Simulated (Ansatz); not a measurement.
ketene (C2H2O), singlet, geometry from GFN2-xTB; Ansatz (a quantum-chemistry and plane-wave program) with B3LYP/def2-SV(P).

Input for Ansatz:
Ansatz 0.2 input:
```yaml
crystal:
  periodic: [false, false, false]
  atoms:
    - {symbol: C, position_ang: [-0.01148162, 0.02136311, -1.19190098]}
    - {symbol: C, position_ang: [0.00092956, -0.00172957, 0.09649676]}
    - {symbol: H, position_ang: [0.00249612, 0.94826436, -1.73006124]}
    - {symbol: H, position_ang: [-0.03614064, -0.88566416, -1.76255958]}
    - {symbol: O, position_ang: [0.01211961, -0.02255018, 1.25813077]}
basis:
  gaussian:
    orbitals: def2-SV_P_.json
    occupation: {up: {"A1": 8, "B1": 2, "B2": 1}, down: {"A1": 8, "B1": 2, "B2": 1}}
hamiltonian:
  xc: b3lyp
```
The basis file holds def2-SV(P) in the JSON format of the Basis Set Exchange.

Output, abridged:

```
Functional definition: B3LYP
the irreps are read with x along [1.000, -0.021, -0.010], y along [0.021, 1.000, 0.018] and z along [0.010, -0.018, 1.000] of the geometry given
482 factors; integrals over basis functions are off by at most 1.3e-3 eV
mean field evaluation 1: about -4111.5109 eV, gradient 6.5e1 eV
mean field evaluation 2: about -4122.4766 eV, gradient 1.6e1 eV
mean field evaluation 4: about -4123.2877 eV, gradient 8.2e-3 eV
mean field evaluation 8: about -4123.2813 eV, gradient 2.1e-6 eV
a density is far from that of the atoms, so the factors are made again for it
530 factors; integrals over basis functions are off by at most 1.3e-3 eV
mean field -4123.28122653 eV, -151.5277902146 hartree, gradient 1.6e-6 eV, S^2 0.000000; 0 other end points of the search recorded, 0 dependent functions left out
reference -4123.28143212 eV, -151.5277977699 hartree; 11, 11 occupied and 35, 35 virtual orbitals, 530 factors
Total energy: -4123.28143212 eV, -151.5277977699 hartree
```
